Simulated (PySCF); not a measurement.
**Where the electron goes**

Species: C₆H₉NO.
Z-matrix (Å and degrees, GFN2-xTB geometry), rows numbered from 1:
```
C 
N   1  1.4344
C   2  1.2651  1  123.08
C   3  1.4560  2  127.60  1    -1.72
C   4  1.3425  3  125.54  2   178.31
C   5  1.4763  4  126.40  3    -1.05
C   6  1.5108  5  113.21  4   164.60
O   6  1.2101  5  124.60  4   -15.50
H   1  1.0938  2  112.87  3   -53.75
H   1  1.0898  2  107.35  3  -173.81
H   1  1.0937  2  110.96  3    67.85
H   3  1.0832  2  115.84  1   179.04
H   4  1.0843  3  116.28  2    -4.11
H   5  1.0830  4  118.85  3   177.03
H   7  1.0865  6  110.03  5  -176.62
H   7  1.0883  6  109.86  5   -55.75
H   7  1.0886  6  109.63  5    63.01
```

Level of theory: TDDFT B3LYP/def2-SVPD, vertical, gas phase, core orbitals frozen in the response in PySCF.

Frontier orbitals with the atoms that hold most of them (Löwdin shares over 4%, at most four atoms; ? is withheld):

| orbital | ε (eV) | atoms |
| --- | --- | --- |
| LUMO+2 | 0.24 | C7 16%, C5 15%, H14 12%, C4 9% |
| LUMO+1 | -0.13 | C6 20%, O8 17%, C3 14%, N2 13% |
| LUMO | ? | C4 19%, C5 18%, N2 15%, C6 14% |
| HOMO | -6.67 | ? |
| HOMO-1 | -7.40 | ? |
| HOMO-2 | -7.61 | N2 24%, C5 22%, C4 15%, C3 13% |
| HOMO-3 | -9.43 | C3 20%, C4 20%, N2 13%, O8 12% |

(1) Which atoms hold the HOMO, and with what shares?

(2) Which atoms hold the HOMO-1, and with what shares?

(3) What is the LUMO energy, and the HOMO–LUMO gap?

Answers

(1) N2 (bonded to 2 C) 48%; O8 (bonded to C) 11%; C3 (bonded to C, N and H) 10%; C1 (bonded to N and 3 H) 10%. By element: nitrogen 48%, carbon 20% or more, oxygen 11%.

(2) O8 (bonded to C) 51%; N2 (bonded to 2 C) 12%; C6 (bonded to 2 C and O) 9%; C7 (bonded to C and 3 H) 9%. By element: oxygen 51%, carbon 18% or more, nitrogen 12%.

(3) ε(LUMO) = -2.75 eV; the gap is 3.92 eV (0.1442 hartree).

Problem. How does S1 compare with the orbital gap of 3.92 eV?

Solution. S1 is at 2.77 eV (f = 0.0003), 1.16 eV below the gap, made of HOMO→LUMO (97%). Without the coupling terms of the response equations the lowest excitation would equal the gap.

Problem. One configuration dominates each of S1, S2, S3, S4 and S5. Which, and how do the shares of the two leading atoms of either orbital change from the occupied to the empty one?

Solution. 
- S1 (2.77 eV, f 0.0003), HOMO→LUMO (97%): N2 48% → 15%, O8 11% → at most 15%, C4 at most 10% → 19%, C5 at most 10% → 18%
- S2 (3.35 eV, f 0.0003), HOMO-1→LUMO (95%): O8 51% → at most 15%, N2 12% → 15%, C4 at most 9% → 19%, C5 at most 9% → 18%
- S3 (4.76 eV, f 0.468), HOMO-2→LUMO (95%): N2 24% → 15%, C5 22% → 18%, C4 15% → 19%
- S4 (5.40 eV, f 0.0042), HOMO→LUMO+1 (89%): N2 48% → 13%, O8 11% → 17%, C6 at most 10% → 20%
- S5 (5.92 eV, f 0.0014), HOMO-1→LUMO+1 (86%): O8 51% → 17%, N2 12% → 13%, C6 9% → 20%

On an Arm Neoverse V1 with one thread, no GPU, shared host, this took 49 s wall.

One conformer stands for the species.
